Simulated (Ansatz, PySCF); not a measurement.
System: SbI$_{2}$, charge -1, multiplicity 1. 
Structure (B3LYP-D3(BJ)/def2-TZVP (Ansatz, an electronic-structure program) minimum search):
```xyz
3

Sb     0.0306     0.0027     1.2342
I      1.0177    -1.9333    -0.6152
I     -1.0471     1.9307    -0.5724
```
Charge -1, spin multiplicity 1.

Total electronic energies in hartree. Valence correlation only, unless marked. No spin-orbit coupling. The frozen core is the preceding noble-gas configuration, with the filled d and f shells of earlier blocks. Past Kr the def2 sets carry scalar-relativistic core potentials. STO-3G rows are all-electron and non-relativistic. CBS(X,Y): correlation extrapolated as X^-3; Hartree-Fock from the larger set. The bracket is a focal-point correction in the basis named.

The Hartree-Fock reference is unstable (checked in the largest basis), which strains HF and MP2. 

```
level                                                                 program   energy (Eh)
-------------------------------------------------------------  --------------  ------------
HF/STO-3G                                                              Ansatz  -19952.77321
SVWN5/def2-TZVPD                                                       Ansatz    -834.66068
BLYP-D3(BJ)/def2-TZVPD                                         Ansatz + dftd3             …
revPBE-D4/def2-TZVPD                                           Ansatz + dftd4    -835.96214
PBE0-D4/def2-TZVPD                                             Ansatz + dftd4    -835.86353
TPSSh-D4/def2-TZVPD                                             PySCF + dftd4    -835.56911
TPSSh/def2-TZVPD                                                        PySCF    -835.56234
HSE06-D3(BJ)/def2-TZVPD                                        Ansatz + dftd3    -835.85917
CAM-B3LYP-D3(BJ)/def2-TZVPD                                    Ansatz + dftd3    -835.82493
CAM-B3LYP-D4/def2-TZVPD                                        Ansatz + dftd4    -835.82449
LC-wPBE-D3(BJ)/def2-TZVPD                                      Ansatz + dftd3    -835.92300
B2GP-PLYP/def2-TZVPD                                                   Ansatz    -834.76483
B2PLYP-D4/def2-TZVPD                                           Ansatz + dftd4    -834.99917
PBE-QIDH/def2-TZVPD                                                    Ansatz             …
MP2/STO-3G                                                             Ansatz  -19952.79289
RI-MP2/def2-TZVPPD                                                     Ansatz    -833.11338
RI-MP2/def2-QZVPPD                                                     Ansatz    -833.16878
RI-MP2/CBS(def2-TZVPPD,def2-QZVPPD)                                    Ansatz     -833.2065
SCS-MP2/def2-SVPD                                                      Ansatz    -832.98561
CCSD/def2-SVP                                                          Ansatz    -832.99506
CCSD(T)/def2-SVP                                                       Ansatz    -833.00263
RI-MP2/CBS(def2-TZVPPD,def2-QZVPPD)+[CCSD(T)-MP2]/def2-SVPD            Ansatz     -833.2463
RI-MP2/CBS(def2-TZVPPD,def2-QZVPPD)+[CCSD(T)-MP2]/def2-TZVPPD          Ansatz     -833.2637
```

**Question.** What belongs in the gaps?

**Answer.** 
- BLYP-D3(BJ)/def2-TZVPD, energy (Eh): -835.67923
- PBE-QIDH/def2-TZVPD, energy (Eh): -835.01157
